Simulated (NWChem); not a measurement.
# CH₆O₂Si; SMILES [SiH](O)(C)O

```xyz
10

Si    -0.1024    -0.0169     0.2562
C     -0.1089    -1.7994    -0.2416
O     -1.5110     0.6517    -0.3287
O      1.2610     0.6652    -0.4141
H     -0.0579     0.1945     1.7401
H     -0.1426    -1.8794    -1.3392
H      0.7988    -2.3105     0.1121
H     -0.9884    -2.3189     0.1671
H     -1.7702     1.5120     0.0107
H      1.5305     1.5293    -0.0929
```
Atoms are numbered in this order, from 1.

Program: NWChem. Pople sets run with spherical d functions. The geometry was optimised at PBE0/def2-SVP. Level: PBE0/6-31G* with SMD (1 M gas to 1 M solution), gas-phase geometry. Reactions with the solvent are ignored.

| solvent | dielectric constant | solvation free energy (kcal/mol) | cavity-dispersion-structure term (kcal/mol) | dipole in solution (D) |
|---|---|---|---|---|
| water | 78.4 | -9.2 | 3.2 | 2.76 |
| methanol | 32.6 | [?] | [?] | 2.75 |
| 1,4-dioxane | 2.21 | -4.0 | -0.9 | 2.31 |
| dimethyl sulfoxide | 46.8 | -6.1 | -0.5 | 2.47 |
| benzene | 2.27 | -4.5 | -1.4 | 2.32 |
| acetone | 20.5 | -7.2 | -1.0 | 2.49 |
| 2-propanol | 19.3 | -10.1 | 0.6 | 2.69 |

Task: Fill in the missing entries.

Result: 
- methanol, solvation free energy (kcal/mol): -10.7
- methanol, cavity-dispersion-structure term (kcal/mol): 1.5
